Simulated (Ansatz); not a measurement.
Reaction (ligand exchange at a Ge–C bond): `[GeH3]/[CH]=C\Br` + `OPO` → `O[P](O)[GeH3]` + `C=CBr`

Gas-phase electronic energies from Ansatz, PBE0-D4/def2-TZVP geometries. CCSD(T)/CBS adds triple-zeta CCSD(T) − MP2 to the extrapolated MP2 energy (def2 sets, frozen cores). DFT in def2-TZVPP. For Br, Ge outer-core shells are correlated without core-valence functions, which leaves a few kJ/mol of doubt a bond. Scalar relativity is left out up to krypton. One conformer a species, not always the lowest.

`[GeH3]/[CH]=C\Br`:

Z-matrix (Å, degrees):
```
Ge
C 1 1.945
H 1 1.537 2 107.7
H 1 1.535 2 110.2 3 119.5
H 1 1.535 2 110.2 3 -119.5
C 2 1.322 1 125.7 3 179.9
H 2 1.088 1 118.4 3 -0.1
Br 6 1.887 2 123.5 1 0.0
H 6 1.083 2 124.8 1 -180.0
```

`OPO`:

Cartesian coordinates in Å:
```
O 0.250 -0.952 0.783
P 0.532 0.555 0.182
O -0.870 0.958 -0.549
H 0.040 -0.908 1.720
H 1.233 0.041 -0.951
H -1.185 0.306 -1.184
```

`O[P](O)[GeH3]`:

```xyz
9

O    -0.729   -0.493    1.578
P    -1.008   -0.682   -0.043
O    -1.768    0.709   -0.459
Ge    1.194   -0.131   -0.642
H    -1.400   -0.950    2.093
H    -1.305    1.512   -0.194
H     2.201   -1.105   -0.013
H     1.336   -0.164   -2.173
H     1.479    1.304   -0.148
```

`C=CBr`:

Z-matrix (Å, degrees):
```
C
C 1 1.319
H 1 1.084 2 119.4
H 1 1.083 2 122.5 3 180.0
Br 2 1.881 1 123.4 3 180.0
H 2 1.082 1 124.1 3 -0.0
```

CCSD(T)/CBS gives -9.9 kJ/mol.

Problem. Another level gave -21.0 kJ/mol. Which?
A. SCS-MP2/def2-TZVPP
B. r2SCAN/def2-TZVPP
C. CCSD(T)/def2-TZVPP
D. B2PLYP/def2-TZVPP

Solution. B. r2SCAN -21.0, CCSD(T)/def2-TZVPP -7.2, B2PLYP -14.3, SCS-MP2/def2-TZVPP -2.1 kJ/mol.

Largest T1 diagnostic among the species: 0.014.

From PBE to PBE0 (25 % exact exchange), in def2-TZVPP and without D4, ΔE moves by +5.5 kJ/mol.
